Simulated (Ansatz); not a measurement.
Two isomers of C2H5BBrF: A = `CCB(F)Br`, B = `CB(Br)CF`.

Isolated molecules relaxed with PBE0-D4/def2-TZVP in Ansatz; ΔE leaves out vibrations. CCSD(T)/CBS is the MP2 limit (def2-TZVPP, def2-QZVPP) plus CCSD(T) − MP2 in def2-TZVPP, frozen cores. DFT in def2-TZVPP. B3LYP here is the variant with VWN-RPA as its local correlation; programs differ in this. For Br outer-core shells are correlated without core-valence functions, which leaves a few kJ/mol of doubt a bond. Scalar relativity is left out up to krypton. One conformer a species, not always the lowest.

A:

```xyz
10

C     0.680   -1.058   -0.217
C     0.365    0.393    0.130
B    -1.143    0.772    0.107
F    -2.085   -0.101   -0.184
Br   -1.737    2.562    0.508
H     0.333   -1.311   -1.221
H     0.194   -1.747    0.476
H     1.754   -1.249   -0.178
H     0.888    1.083   -0.544
H     0.753    0.655    1.123
```

B:

```xyz
10

C     0.8485    0.5610    0.9667
B     0.2797    0.1915   -0.4222
Br    1.1690    0.7141   -2.0474
C    -1.0267   -0.6456   -0.6340
F    -1.6313   -1.0124    0.5615
H     1.6581    1.2889    0.9500
H     1.2239   -0.3630    1.4278
H     0.0470    0.9010    1.6297
H    -0.8134   -1.5586   -1.2050
H    -1.7548   -0.0768   -1.2271
```

(1) Which isomer does CCSD(T)/CBS put lower? Give the gap. (An estimate is asked.)

(2) Give E(B) − E(A) in kcal/mol with B3LYP, HF/def2-TZVPP, PBE0-D4, ωB97M-V, CCSD(T)/def2-TZVPP, B3LYP-D4, r2SCAN-D4. (Best estimate.)

Largest T1 diagnostic: 0.010.

Results:

(1) The calculation gave: A, by 43.7 kcal/mol.

(2) The calculation gave: B3LYP 42.3, HF/def2-TZVPP 43.9, PBE0-D4 42.3, ωB97M-V 42.9, CCSD(T)/def2-TZVPP 44.0, B3LYP-D4 42.2, r2SCAN-D4 42.8. None reverses the order clearly.

From PBE to PBE0 (25 % exact exchange), in def2-TZVPP and without D4, E(B) − E(A) moves by +1.0 kcal/mol.
